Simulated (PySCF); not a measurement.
C2H11B2O2PSi.
SMILES: `BP[SiH2]B(OC)OC`

Level: CAM-B3LYP/def2-SVPD in PySCF, non-relativistic, on one gas-phase PBE0-D3(BJ)/def2-SVP geometry that isn't relaxed in the solvent. The solvent is an IEF-PCM continuum (Bondi radii, 1.10 Å for H, scaled by 1.2), and excitations are vertical TDDFT with non-equilibrium linear response and a frozen core. Specific hydrogen bonds and non-electrostatic terms are outside this model.

Gas-phase singlets (H = HOMO, L = LUMO):

```tsv
state	E (eV)	λ (nm)	f	leading configuration
S1	4.834	256	0.100	H→L 91%
S2	5.764	215	0.048	H-3→L 44%
S3	5.842	212	0.017	H→L+1 72%
S4	6.212	200	0.009	H-4→L 54%
S5	6.329	196	0.004	H-1→L 35%
```

Task: How does the list change in acetone (ε = 20.49)?

Result: 
| state | E (eV) | λ (nm) | f | leading configuration | change by rank (eV) |
| --- | --- | --- | --- | --- | --- |
| S1 | 4.743 | 261 | 0.132 | H→L 92% | -0.091 |
| S2 | 5.722 | 217 | 0.060 | H-3→L 57% | -0.042 |
| S3 | 5.902 | 210 | 0.033 | H→L+1 86% | +0.060 |
| S4 | 6.153 | 201 | 0.014 | H-4→L 41% | -0.059 |
| S5 | 6.300 | 197 | 0.004 | H-4→L 32% | -0.029 |

Task: The ground-state energy changes by -0.134 eV from gas to acetone. By how much does the total energy of gas-phase S1 change?

Result: E(S1) = E(S0) + excitation energy, so it changes by -0.134 − 0.091 = -0.225 eV: it is lowered more than the ground state, which is what a red shift means. This is the vertical state, with the slow part of the continuum still set for S0.

Task: How do the frontier levels move from gas to acetone?

Result: 
```
orbital  gas (eV)  solvent (eV)  change (eV)
 LUMO+2      0.99          1.09        +0.10
 LUMO+1      0.57          0.63        +0.06
   LUMO     -0.48         -0.51        -0.03
   HOMO     -8.29         -8.32        -0.03
 HOMO-1     -9.45         -9.40        +0.05
 HOMO-2     -9.97         -9.88        +0.09
 HOMO-3    -10.09        -10.08        +0.01
```

The HOMO–LUMO gap goes from 7.82 to 7.80 eV.

Conformer computed: `[BH2:1][PH:2][SiH2:3][B:4]([O:5][CH3:6])[O:7][CH3:8]`: B1–P2–Si3–B4 43°, P2–Si3–B4–O5 63°, Si3–B4–O5–C6 1°, Si3–B4–O7–C8 180°.
